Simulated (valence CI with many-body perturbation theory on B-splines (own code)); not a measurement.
Pb41+: calculated level list

Method: valence CI with perturbative core correlation (CI+MBPT): five valence electrons over a frozen Dirac-Fock core [Kr], a basis of 7 s, 7 p, 8 d, 6 f, 4 g, 1 h functions for each j, with the one-electron correlation potential Σ1, the two-electron term Σ2, the three-electron term Σ3, Breit, model QED; selected CI, second order for the rest (own B-spline code, finite nucleus).

The last digits are not significant, and no measured levels were compared; by estimate large intervals hold to a few tenths of a per cent, small ones and those within an open d or f shell to about a per cent. Only levels of the ground parity were solved; by the run's estimate the other parity begins above the list, which can be wrong where configurations are misplaced.

Levels 1 to 37 of 37, with energies above the lowest level, (4d3/2^4 4d5/2) J=5/2. "Leading %" is the weight of the configuration and term that name the level; weights of strongly mixed levels are sums over their largest components and can fall short. In the jj column 3d3/2^4 stands for four electrons in 3d with j = 3/2.

| No. | Configuration | Term | J | E (eV) | Leading % | g | Leading jj |
| --- | --- | --- | --- | --- | --- | --- | --- |
| 1 | 4d5 | 4P | 5/2 | 0.00 | 25 | 1.288 | 4d3/2^4 4d5/2 (96 %) |
| 2 | 4d5 | 6S | 5/2 | 25.02 | 35 | 1.340 | 4d3/2^3 4d5/2^2 (94 %) |
| 3 | 4d5 | 4G | 7/2 | 30.31 | 32 | 1.168 | 4d3/2^3 4d5/2^2 (99 %) |
| 4 | 4d5 | 4D | 3/2 | 30.97 | 39 | 1.157 | 4d3/2^3 4d5/2^2 (98 %) |
| 5 | 4d5 | 2H | 11/2 | 31.43 | 44 | 1.105 | 4d3/2^3 4d5/2^2 (99 %) |
| 6 | 4d5 | 2G | 9/2 | 33.42 | 32 | 1.137 | 4d3/2^3 4d5/2^2 (98 %) |
| 7 | 4d5 | 2D | 5/2 | 34.87 | 33 | 1.131 | 4d3/2^3 4d5/2^2 (95 %) |
| 8 | 4d5 | 4P | 1/2 | 36.28 | 40 | 1.778 | 4d3/2^3 4d5/2^2 (93 %) |
| 9 | 4d5 | 2F | 7/2 | 36.82 | 40 | 1.072 | 4d3/2^3 4d5/2^2 (98 %) |
| 10 | 4d5 | 2D | 3/2 | 44.18 | 62 | 0.796 | 4d3/2^3 4d5/2^2 (92 %) |
| 11 | 4d5 | 6S | 5/2 | 54.93 | 34 | 1.314 | 4d3/2^2 4d5/2^3 (93 %) |
| 12 | 4d5 | 4D | 7/2 | 58.78 | 52 | 1.214 | 4d3/2^2 4d5/2^3 (99 %) |
| 13 | 4d5 | 4G | 11/2 | 59.49 | 50 | 1.093 | 4d3/2^2 4d5/2^3 (99 %) |
| 14 | 4d5 | 4G | 9/2 | 60.15 | 62 | 1.146 | 4d3/2^2 4d5/2^3 (97 %) |
| 15 | 4d5 | 4D | 1/2 | 61.66 | 78 | 0.463 | 4d3/2^2 4d5/2^3 (98 %) |
| 16 | 4d5 | 2I | 13/2 | 62.16 | 100 | 1.072 | 4d3/2^2 4d5/2^3 (100 %) |
| 17 | 4d5 | 4P | 3/2 | 62.64 | 53 | 1.171 | 4d3/2^2 4d5/2^3 (98 %) |
| 18 | 4d5 | 2F | 5/2 | 63.05 | 42 | 1.020 | 4d3/2^2 4d5/2^3 (98 %) |
| 19 | 4d5 | 2H | 9/2 | 65.81 | 52 | 1.107 | 4d3/2^2 4d5/2^3 (99 %) |
| 20 | 4d5 | 2G | 7/2 | 66.67 | 61 | 0.987 | 4d3/2^2 4d5/2^3 (99 %) |
| 21 | 4d5 | 4F | 5/2 | 67.27 | 64 | 1.052 | 4d3/2^2 4d5/2^3 (98 %) |
| 22 | 4d5 | 2D | 3/2 | 67.53 | 84 | 0.860 | 4d3/2^2 4d5/2^3 (92 %) |
| 23 | 4d5 | 4P | 1/2 | 70.09 | 45 | 1.763 | 4d3/2^2 4d5/2^3 (88 %) |
| 24 | 4d5 | 2G | 7/2 | 70.48 | 47 | 1.035 | 4d3/2^2 4d5/2^3 (97 %) |
| 25 | 4d5 | 2G | 9/2 | 74.15 | 79 | 1.105 | 4d3/2^2 4d5/2^3 (98 %) |
| 26 | 4d5 | 2P | 3/2 | 80.23 | 74 | 1.186 | 4d3/2^2 4d5/2^3 (97 %) |
| 27 | 4d5 | 2D | 5/2 | 82.01 | 79 | 1.188 | 4d3/2^2 4d5/2^3 (93 %) |
| 28 | 4d5 | 4P | 5/2 | 89.42 | 34 | 1.235 | 4d3/2 4d5/2^4 (95 %) |
| 29 | 4d5 | 2F | 7/2 | 93.44 | 29 | 1.187 | 4d3/2 4d5/2^4 (99 %) |
| 30 | 4d5 | 4D | 3/2 | 94.62 | 31 | 0.996 | 4d3/2 4d5/2^4 (98 %) |
| 31 | 4d5 | 2H | 11/2 | 94.66 | 55 | 1.074 | 4d3/2 4d5/2^4 (99 %) |
| 32 | 4d5 | 2G | 9/2 | 97.36 | 53 | 1.117 | 4d3/2 4d5/2^4 (97 %) |
| 33 | 4d5 | 2D | 5/2 | 99.25 | 60 | 1.111 | 4d3/2 4d5/2^4 (94 %) |
| 34 | 4d5 | 2G | 7/2 | 100.66 | 52 | 1.015 | 4d3/2 4d5/2^4 (98 %) |
| 35 | 4d5 | 2P | 1/2 | 103.56 | 48 | 1.312 | 4d3/2 4d5/2^4 (93 %) |
| 36 | 4d5 | 2D | 3/2 | 110.76 | 74 | 0.862 | 4d3/2 4d5/2^4 (96 %) |
| 37 | 4d5 | 2D | 5/2 | 127.59 | 38 | 1.156 | 4d5/2^5 (96 %) |

The ionisation energy to 4d4 3P_0 of the next ion comes out as 2006.1 eV (NIST: 2004 ± 4 eV (theoretical)). All 37 levels together are meant to be complete up to 132.69 eV.
